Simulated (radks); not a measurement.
Sb3+, configuration [Kr] 4d9.75 5s2 5p0.25 (fractional occupations, a model configuration). Calculated with a radial shooting solver on a logarithmic mesh with Libxc functionals: Dirac Kohn-Sham, PBE, spin-unpolarised, spherical densities, point nucleus; open shells fill j = l - 1/2 first.

X-ray form factor f0, the Fourier transform of the density (f0(0) = 48):

sin(theta)/lambda (1/angstrom),f0 (electrons)
0.05,47.442
0.1,45.885
0.15,43.619
0.2,40.979
0.25,38.235
0.3,35.561
0.4,30.736
0.5,26.769
0.6,23.655
0.8,19.437
1,16.686
1.25,13.870
1.5,11.334
2,7.651
